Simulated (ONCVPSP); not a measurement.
# Configuration tests for Tc (ONCV)

Tc (Z = 43), optimised norm-conserving Vanderbilt (ONCV), made with ONCVPSP 4.0.1 (LDA (Perdew-Wang 92), scalar-relativistic). Core [Ar] 3d10, reference 4s2 4p6 4d5 5s2. Waves: 4s+5s: rc 2.05 bohr, ncon 3, nbas 8, qcut 5.7 1/bohr, 2 projectors; 4p: rc 1.55 bohr, ncon 3, nbas 6, qcut 7.9 1/bohr, 2 projectors, debl 3.3 Ha; 4d: rc 1.60 bohr, ncon 4, nbas 7, qcut 6 1/bohr, 2 projectors, debl 3 Ha. Local part: polynomial inside 0.95 bohr (lpopt 5, dvloc0 0 Ha). Core correction: none.

Energies are relative to the spin-unpolarised reference configuration 4s2 4p6 4d5 5s2; without spin polarisation the order of configurations can differ from experiment.

| valence configuration | charge | ΔE all-electron (eV) | error AE − PS (meV) |
| --- | --- | --- | --- |
| 4s2 4p6 4d5 5s0 | +2 | 23.619 | -9.0 |
| 4s2 4p6 4d5 5s0 5p2 | 0 | 7.891 | -3.1 |

(1) What are ΔE and the potential's error for 4s2 4p6 4d4 5s0?

(2) What are ΔE and the potential's error for 4s2 4p6 4d5 5s1?

Levels in the configuration 4s2 4p6 4d5 5s0 5p2:

| level | all-electron (eV) | pseudo (eV) |
| --- | --- | --- |
| 4s | -76.144 | -76.208 |
| 4p | -48.152 | -48.173 |
| 4d | -9.369 | -9.367 |
| 5p | -2.805 | -2.805 |

Note: no bound ghost flagged; GHOST(+) flagged for s at 27.5 eV.

Answers

(1) ΔE = 52.548 eV all-electron; the error (AE − PS) is -8.2 meV.

(2) ΔE = 8.424 eV all-electron; the error (AE − PS) is -1.9 meV.
